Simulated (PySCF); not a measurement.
Correlation energy of Cl⁸⁺ (chlorine, charge +8)

Starting occupation: [He] 2s2 2p5, 2p1/2 with m_j = +1/2, 2p3/2 with m_j = -3/2, -1/2, +1/2, +3/2. All numbers are calculated (PySCF 2.14, X2C-1e with screened-nucleus spin-orbit coupling, Gaussian nucleus, in an uncontracted even-tempered set (18 s from 0.97 bohr⁻², ratio 2.4; 11 p from 1.3 bohr⁻², ratio 2.4; 5 d from 7.8 bohr⁻², ratio 2.6; 5 f from 12 bohr⁻², ratio 2.6)). Frozen: nothing; 9 electrons correlated; the 28 highest virtual spinors left out.

MP2 pair energies summed by pair of shells (mhartree):

| pair | energy | share (%) |
| --- | --- | --- |
| 2p3/2-2p3/2 | -89.63 | 30.0 |
| 2p3/2-2s1/2 | -57.17 | 19.1 |
| 2p1/2-2p3/2 | -47.43 | 15.9 |
| 1s1/2-1s1/2 | -38.55 | 12.9 |
| 1s1/2-2p3/2 | -23.56 | 7.9 |
| 2p1/2-2s1/2 | -17.78 | 5.9 |
| 2s1/2-2s1/2 | -11.28 | 3.8 |
| 1s1/2-2s1/2 | -7.57 | 2.5 |
| 1s1/2-2p1/2 | -6.13 | 2.0 |

Total MP2 correlation energy: -299.10 mhartree.
